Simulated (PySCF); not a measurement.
**Manganese: a sound run and one with changed settings**

Sound run: Mn [Ar] 3d5 4s2, Mn⁺ [Ar] 3d5 4s1. Calculation: PySCF 2.14, in cc-pVTZ (7s6p4d2f1g, 68 functions); the non-relativistic Hamiltonian (point nucleus). In the sound run the correlated levels freeze [Ar]. The sound run starts from symmetry-adapted Hartree-Fock orbitals and uses a fine grid where one is needed.

Changed run: basis STO-3G. This setting is unsound on purpose.

| species | method | sound run (hartree) | changed run (hartree) | converged |
| --- | --- | --- | --- | --- |
| Mn | UHF | -1149.86867 | -1137.64844 | yes |
| Mn | MN15 | -1151.07899 | -1136.84436 | yes |
| Mn | M06-L | -1150.95762 | -1138.55905 | yes |
| Mn | MP2 | -1149.98744 | -1137.66872 | yes |
| Mn⁺ | UHF | -1149.64916 | -1137.50099 | yes |
| Mn⁺ | MN15 | -1150.80758 | -1136.65488 | yes |
| Mn⁺ | M06-L | -1150.68079 | -1138.34404 | yes |
| Mn⁺ | MP2 | -1149.73397 | -1137.50111 | yes |

Ionisation energy of Mn:

```
 method  sound run (eV)  changed run (eV)
    UHF           5.973             4.012
   MN15           7.385             5.156
  M06-L           7.533             5.851
    MP2           6.897             4.561
SCS-MP2           7.105             4.670
```

A minimal basis cannot let orbitals breathe on ionisation and holds almost no correlation.

For comparison, NIST gives 7.434 eV between the lowest levels.
